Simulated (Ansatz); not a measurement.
Be2O, SMILES [Be][O][Be] (connectivity only; charge and spin as stated), neutral, multiplicity 1. Atoms are numbered in the order given.

```xyz
3

Be     0.0000     0.0000    -1.4049
O      0.0000     0.0000     0.0000
Be     0.0000     0.0000     1.4049
```
Charge 0, spin multiplicity 1.

Geometry optimised at B3LYP-D3(BJ)/def2-TZVPD.

Two levels are set side by side: PBE-D3(BJ)/def2-TZVPD (Ansatz, a quantum-chemistry and plane-wave program) and B3LYP-D3(BJ)/def2-TZVPD (Ansatz). Each level has its own optimised geometry; the coordinates shown are those of the second. Differences are taken from unrounded values.

```
quantity              B3LYP-D3(BJ)
--------------------  ------------
mean bond length (Å)         1.405
bond Be1–O2 (Å)              1.405
bond O2–Be3 (Å)              1.405
```

What does PBE-D3(BJ) give, and how far is it from B3LYP-D3(BJ)? (The exact figures need the calculation; the answer reports its results.)


```
quantity              PBE-D3(BJ)  PBE-D3(BJ) minus B3LYP-D3(BJ)
--------------------  ----------  -----------------------------
mean bond length (Å)       1.418                          0.013
bond Be1–O2 (Å)            1.418                          0.013
bond O2–Be3 (Å)            1.418                          0.013
```

Exact exchange shortens and stiffens bonds; PBE has none. Differences between two approximate levels are no errors against the true value.
